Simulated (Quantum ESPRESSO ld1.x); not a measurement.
Task: The bromine ion Br+, 34 electrons, occupied as [Ar] 3d9.75 4s2 4p4 5s0.25 (fractional occupations, a model configuration). All-electron calculation, scalar-relativistic Kohn-Sham, LDA (Slater exchange, Perdew-Zunger correlation), spin-polarised, spherical densities, point nucleus; open shells are filled with parallel spins first. Program: ld1.x of Quantum ESPRESSO 7.5. Some entries of the table are withheld. Estimate them.

| orbital | occ. | eigenvalue (hartree) | <r^2> (bohr^2) | <1/r> (bohr^-1) |
|---|---|---|---|---|
| 1s up | 1 | -489.234 | 0.002467 | 35.61 |
| 1s down | 1 | -489.227 | 0.002467 | 35.61 |
| 2s up | 1 | -64.2271 | 0.04249 | 7.885 |
| 2s down | 1 | -64.2136 | 0.04248 | 7.885 |
| 2p up | 3 | -56.7774 | 0.03356 | 7.724 |
| 2p down | 3 | -56.7646 | 0.03355 | 7.724 |
| 3s up | 1 | -9.31243 | 0.3499 | 2.596 |
| 3s down | 1 | -9.29118 | 0.3497 | 2.596 |
| 3p up | 3 | -6.95918 | 0.3717 | 2.447 |
| 3p down | 3 | -6.93716 | 0.3714 | 2.447 |
| 3d up | 5 | -3.05436 | 0.4251 | 2.165 |
| 3d down | 4.75 | -3.02988 | 0.4230 | 2.168 |
| 4s up | 1 | -1.21946 | 2.930 | (1) |
| 4s down | 1 | -1.15998 | 2.951 | (2) |
| 4p up | 3 | -0.72902 | 4.181 | (3) |
| 4p down | 1 | -0.67245 | 4.302 | (4) |
| 5s up | 0.25 | (5) | 22.81 | 0.2864 |
| 5s down | 0 | (6) | 24.36 | 0.2767 |

Result: 
(1) 4s up <1/r> (bohr^-1): 0.8311
(2) 4s down <1/r> (bohr^-1): 0.8308
(3) 4p up <1/r> (bohr^-1): 0.6927
(4) 4p down <1/r> (bohr^-1): 0.6860
(5) 5s up eigenvalue (hartree): -0.24076
(6) 5s down eigenvalue (hartree): -0.22175
